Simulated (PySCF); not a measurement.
Si(H)2(Cl)2 anion (Cl2H2Si), SMILES Cl[SiH2]Cl (connectivity only; charge and spin as stated), charge -1, multiplicity 2. Atoms are numbered in the order given.

```xyz
5

Si     0.0000     0.0000    -0.1721
Cl    -2.3249     0.0000     0.1323
Cl     2.3249     0.0000     0.1323
H      0.0000     1.2133    -1.0439
H      0.0000    -1.2133    -1.0439
```
Charge -1, spin multiplicity 2.

The structure is a stationary point at TPSSh-D3(BJ)/def2-SVPD. The multiplicity is an assumed one; other spin states were not compared. The isomer is the one that the SMILES or the coordinates give; other isomers of the formula were not compared.

Two levels are set side by side: PBE/pcH-1 (PySCF) and B3LYP/pcH-1 (PySCF). Contact hyperfine couplings, same geometry. Differences are taken from unrounded values.

```tsv
quantity	PBE
A(iso) of 29Si, atom Si1 (MHz)	-964.5
A(iso) of 35Cl, atom Cl2 (MHz)	47.3
A(iso) of 35Cl, atom Cl3 (MHz)	47.3
A(iso) of 1H, atom H4 (MHz)	26.0
A(iso) of 1H, atom H5 (MHz)	26.0
```

Question: These are the PBE values. What does B3LYP give? (The exact figures need the calculation; the answer reports its results.)

Answer: 
| quantity | B3LYP | PBE minus B3LYP |
|---|---|---|
| A(iso) of 29Si, atom Si1 (MHz) | -1076.4 | 111.9 |
| A(iso) of 35Cl, atom Cl2 (MHz) | 53.0 | -5.7 |
| A(iso) of 35Cl, atom Cl3 (MHz) | 53.0 | -5.7 |
| A(iso) of 1H, atom H4 (MHz) | 34.6 | -8.5 |
| A(iso) of 1H, atom H5 (MHz) | 34.6 | -8.5 |

Rough cost on one machine, each run with all the roots and properties that it gave: B3LYP against PBE within a factor of 2.
